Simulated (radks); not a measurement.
The numbers below are computed, except where a source is named.
Question: These are the eigenvalues of the occupied orbitals of an atom or ion with whole-number occupations (hartree). Code: a radial shooting solver on a logarithmic mesh with Libxc functionals. Model: non-relativistic Kohn-Sham, BLYP, spin-polarised, spherical densities, point nucleus.

1s up: -19.60953
1s down: -19.53374
2s up: -1.51413
2s down: -1.31749
2p up: -0.96200

Which element is it, and in what charge state? The configuration may be excited. Open shells, if any, are filled with parallel spins first.

Answer: Z = 8, oxygen, charge +1: O+ in [He] 2s2 2p3. The list shows which subshells hold electrons but not how many an open one holds; the 1s level, -19.61 hartree, gives Z - s = 6.3 by -(Z - s)^2/2, which with screening narrows Z to a few neighbours, and the depths of the outer levels then fix element, charge and occupations together.
